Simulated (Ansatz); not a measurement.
Program: Ansatz. Geometries: PBE0-D4/def2-TZVP. ΔE: electronic, gas phase. CBS: MP2 limit from def2 TZ/QZ plus the TZ coupled-cluster correction, frozen cores. Functionals use def2-TZVPP. For Zn outer-core shells are correlated without core-valence functions, which leaves a few kJ/mol of doubt a bond. Scalar relativity is left out up to krypton. Each species was taken in one conformer, which may not be the lowest.

Reaction (cleavage of the Zn–B bond): `C[SiH2][BH][ZnH]` + `C[SiH2]N` → `C[SiH2][NH][ZnH]` + `B[SiH2]C`

(1) Is it downhill or uphill in electronic energy at CCSD(T)/CBS, and by how much? (Best estimate.)

(2) What do these levels give: ωB97M-V, B2PLYP, PBE, MP2/def2-TZVPP, CCSD(T)/def2-TZVPP, CCSD/CBS(def2)? (An estimate is asked.)

Largest T1 diagnostic among the species: 0.014.

Results:

(1) Ansatz gave: Downhill: ΔE = -54.9 kJ/mol.

(2) Computed: ωB97M-V -49.0, B2PLYP -54.9, PBE -39.0, MP2/def2-TZVPP -63.4, CCSD(T)/def2-TZVPP -56.1, CCSD/CBS(def2) -54.7 kJ/mol.

From PBE to PBE0 (25 % exact exchange), in def2-TZVPP and without D4, ΔE moves by −3.1 kJ/mol.
